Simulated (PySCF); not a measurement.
This script is equivalent to a calculation on Be⁺ (beryllium, charge +1).

```python
from pyscf import gto, scf, dft, mp, cc
import basis_set_exchange as bse
mol = gto.M(atom="Be 0 0 0", charge=1, spin=1, symmetry="D2h",
            basis=gto.basis.parse(bse.get_basis("Sapporo-DZP-2012", elements=["Be"], fmt="nwchem", header=False)),
            nucmod="G")
mf = dft.UKS(mol, xc="R2SCAN").sfx2c1e()
mf.irrep_nelec = {'Ag': (2, 1)}
mf.kernel()
```

(1) What total energy does it give?

(2) Which occupied shell lies highest, and where?

(3) What is ⟨S²⟩, and what would a pure spin state give?

Results:

(1) -14.325 hartree (calculated).

(2) 2s α, at -14.646 eV.

(3) 0.750, against 0.75.
